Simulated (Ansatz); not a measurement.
Mulliken charges of BClH₃NO, SMILES `NB(O)Cl` from PBE/def2-TZVPP in Ansatz (PBE0-D4/def2-TZVP geometry).

```
atom   x (Å)   y (Å)   z (Å)  charge (e)
  N1  -0.520   0.976  -0.014      -0.294
  B2   0.061  -0.288  -0.083       0.237
  O3   1.097  -0.623   0.732      -0.275
 Cl4  -0.570  -1.477  -1.260      -0.228
  H5  -1.284   1.257  -0.599       0.177
  H6  -0.194   1.672   0.633       0.178
  H7   1.411  -1.517   0.591       0.205
```

**Question.** By hand: the dipole of these point charges (1 e Å = 4.8032 D).

**Answer.** Σ q r = (0.023, 0.362, 0.198) e Å, of length 0.413 e Å = 1.98 D.

**Question.** How does the dipole of the full density compare? (Estimate.)

**Answer.** The calculation gave: (-0.009, 0.220, 0.099) e Å, 1.16 D; the point charges give 1.71 times that, at 7° from its direction.

Point charges leave out the atoms' own dipoles, such as those of lone pairs, and Mulliken's split depends on the basis, so the two needn't agree.
